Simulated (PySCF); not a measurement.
Competing steps

Reactants: SiH₂OF₂ ([OH][SiH]([F])[F]) (brackets give SMILES or just the links). Saddle points were found for several chosen steps; others may exist. Gas-phase electronic energies, without zero-point energy, by CCSD(T) at an estimated basis limit (MP2 extrapolated from triple and quadruple zeta, plus CCSD(T) − MP2 in triple zeta); PySCF 2.14 with density fitting (its default auxiliary sets; JK sets also for MP2 and CCSD(T)), def2-TZVPP and QZVPP, frozen cores, on PBE0-D4/def2-TZVP structures. Extrapolation: Hartree–Fock as exp(−7.88 √X), correlation as X^−2.97. No counterpoise correction.

(1) Rank the steps by the energy of their saddle points, lowest first, and give each saddle's height above the lowest. (An estimate is asked for; the value comes from the calculation.)
A. 1,2-elimination, to SiOF₂ ([O][Si]([F])[F]) + H₂ (breaks or loosens H–O, H–Si; forms H–H)
B. 1,1-elimination, to SiF₂ + H₂O (breaks or loosens H–Si, O–Si; forms H–O)

(2) Does the lowest of these saddles lead to the lowest end structure (the products still in contact)? (Judge from chemistry; the calculation decides.)

The T1 diagnostic stays at or below 0.015. The restricted Hartree–Fock reference is unstable towards an unrestricted one at one or more of these structures.

For scale, one of the runs: CCSD(T)/def2-TZVPP, 163 basis functions, launched by `OMP_NUM_THREADS=4 python run.py`. The run took 4.7 min on 4 CPU threads of an AMD EPYC (shared host), with 1.6 GiB of host memory at its peak.

## Answers

(1) By the calculation: A (0.0 kJ/mol), B (60.5 kJ/mol). Heights count from the lowest.

The lowest of these saddles lies at 293.3 kJ/mol relative to the reactant.

(2) The calculation gives: No: the step over a higher saddle ends lower. Relative to the reactant, the ends lie at 244.0 (SiOF₂ ([O][Si]([F])[F]) + H₂); 224.1 (SiF₂ + H₂O) kJ/mol.
